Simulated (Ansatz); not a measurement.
`CCCCC(N)=O` + HI → `CCCI` + `CC(N)=O`  (substitution at a C–C bond)

Program: Ansatz. Geometries: PBE0-D4/def2-TZVP. ΔE: electronic, gas phase. CCSD(T)/CBS adds triple-zeta CCSD(T) − MP2 to the extrapolated MP2 energy (def2 sets, frozen cores). DFT in def2-TZVPP. B3LYP here is the variant with VWN-RPA as its local correlation; programs differ in this. Elements past krypton have def2 core potentials. For I outer-core shells are correlated without core-valence functions, which leaves a few kJ/mol of doubt a bond. Each species was taken in one conformer, which may not be the lowest.

```json
{"level": "PBE-D4", "ΔE (kJ/mol)": "-5.2", "difference from CCSD(T)/CBS": "-0.1"}
{"level": "r2SCAN-D4", "ΔE (kJ/mol)": "-2.2", "difference from CCSD(T)/CBS": "2.9"}
{"level": "PBE0-D4", "ΔE (kJ/mol)": "-0.6", "difference from CCSD(T)/CBS": "4.5"}
{"level": "B3LYP-D4", "ΔE (kJ/mol)": "-4.6", "difference from CCSD(T)/CBS": "0.5"}
{"level": "ωB97X-V", "ΔE (kJ/mol)": "3.2", "difference from CCSD(T)/CBS": "8.3"}
{"level": "ωB97M-V", "ΔE (kJ/mol)": "2.2", "difference from CCSD(T)/CBS": "7.3"}
{"level": "B2PLYP", "ΔE (kJ/mol)": "-4.0", "difference from CCSD(T)/CBS": "1.1"}
{"level": "PBE", "ΔE (kJ/mol)": "-5.7", "difference from CCSD(T)/CBS": "-0.6"}
{"level": "r2SCAN", "ΔE (kJ/mol)": "-3.2", "difference from CCSD(T)/CBS": "1.9"}
{"level": "PBE0", "ΔE (kJ/mol)": "-1.0", "difference from CCSD(T)/CBS": "4.1"}
{"level": "B3LYP", "ΔE (kJ/mol)": "-4.2", "difference from CCSD(T)/CBS": "0.9"}
{"level": "HF/def2-TZVPP", "ΔE (kJ/mol)": "4.0", "difference from CCSD(T)/CBS": "9.1"}
{"level": "MP2/def2-TZVPP", "ΔE (kJ/mol)": "-4.9", "difference from CCSD(T)/CBS": "0.2"}
{"level": "SCS-MP2/def2-TZVPP", "ΔE (kJ/mol)": "-3.5", "difference from CCSD(T)/CBS": "1.6"}
{"level": "CCSD/def2-TZVPP", "ΔE (kJ/mol)": "4.1", "difference from CCSD(T)/CBS": "9.2"}
{"level": "CCSD(T)/def2-TZVPP", "ΔE (kJ/mol)": "1.9", "difference from CCSD(T)/CBS": "7.0"}
{"level": "HF/def2-QZVPP", "ΔE (kJ/mol)": "3.5", "difference from CCSD(T)/CBS": "8.6"}
{"level": "MP2/def2-QZVPP", "ΔE (kJ/mol)": "-9.1", "difference from CCSD(T)/CBS": "-4.0"}
{"level": "SCS-MP2/def2-QZVPP", "ΔE (kJ/mol)": "-7.2", "difference from CCSD(T)/CBS": "-2.1"}
{"level": "HF/CBS(def2)", "ΔE (kJ/mol)": "3.5", "difference from CCSD(T)/CBS": "8.6"}
{"level": "MP2/CBS(def2)", "ΔE (kJ/mol)": "-11.9", "difference from CCSD(T)/CBS": "-6.8"}
{"level": "CCSD/CBS(def2)", "ΔE (kJ/mol)": "-2.8", "difference from CCSD(T)/CBS": "2.3"}
{"level": "CCSD(T)/CBS", "ΔE (kJ/mol)": "-5.1", "difference from CCSD(T)/CBS": "0"}
```

Largest T1 diagnostic among the species: 0.014.

From PBE to PBE0 (25 % exact exchange), in def2-TZVPP and without D4, ΔE moves by +4.7 kJ/mol.
